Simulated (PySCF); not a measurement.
**Manganese: a sound run and one with changed settings**

Sound run: Mn [Ar] 3d5 4s2, Mn⁺ [Ar] 3d5 4s1. All numbers are calculated (PySCF 2.14, scalar relativity by spin-free X2C-1e, in jorge-DZP-DKH). The sound run starts from symmetry-adapted Hartree-Fock orbitals and uses a fine grid where one is needed.

Changed run: 6 angular points. This setting is unsound on purpose.

```tsv
species	method	sound run (hartree)	changed run (hartree)	converged
Mn	UHF	-1157.14179	-1157.14179	yes
Mn	LDA	-1155.83585	-1156.93113	yes
Mn	r2SCAN	-1158.23385	-1159.82454	yes
Mn⁺	UHF	-1156.92310	-1156.92310	yes
Mn⁺	LDA	-1155.56742	-1156.65186	yes
Mn⁺	r2SCAN	-1157.98577	-1159.55534	yes
```

Ionisation energy of Mn:

```tsv
method	sound run (eV)	changed run (eV)
UHF	5.951	5.951
LDA	7.304	7.599
r2SCAN	6.751	7.325
```

A coarse angular grid integrates products of high-l functions wrongly, so density functionals can shift, and the SCF can exploit the error; Hartree-Fock and MP2 need no grid.

For comparison, NIST gives 7.434 eV between the lowest levels.
